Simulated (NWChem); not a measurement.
# C3H4BFO; SMILES OB1C=C[C@H]1F

```xyz
10

O      0.9907     1.7689    -0.1326
B      0.0779     0.8211     0.1499
C     -1.4378     0.6840    -0.0979
C     -1.2438    -0.6591    -0.1021
C      0.1446    -0.7530     0.4804
F      1.0451    -1.5247    -0.2310
H      1.8958     1.4661    -0.0011
H     -2.3370     1.2510    -0.3445
H     -1.8860    -1.4827    -0.4450
H      0.1567    -1.0921     1.5302
```
Atoms are numbered in this order, from 1.

Level: PBE0/def2-SVP (NWChem), optimised geometry, unscaled harmonic frequencies. 

**Question.** List the harmonic frequencies with IR intensities, and the thermochemistry.

**Answer.** 
```csv
frequency (cm⁻¹),IR intensity (km/mol)
125,8.9
204,5.6
348,3.2
447,5.0
576,89.6
588,11.6
658,36.7
779,43.7
857,26.8
925,82.1
995,20.1
1026,27.0
1028,10.7
1122,98.9
1135,58.4
1163,23.2
1300,8.7
1362,44.1
1513,406.1
1593,3.3
3091,19.7
3161,11.0
3251,1.4
3900,111.8
```

The zero-point energy is 44.5 kcal/mol, the thermal correction to the enthalpy at 298.15 K (with zero-point energy) is 48.6 kcal/mol and the heat capacity Cv is 19.6 cal/(mol K). The entropy at 298.15 K and 1 atm (symmetry number 1) comes out as 75.0 cal/(mol K) and the dipole moment comes out as 0.89 D.

Rigid rotor and harmonic oscillator.
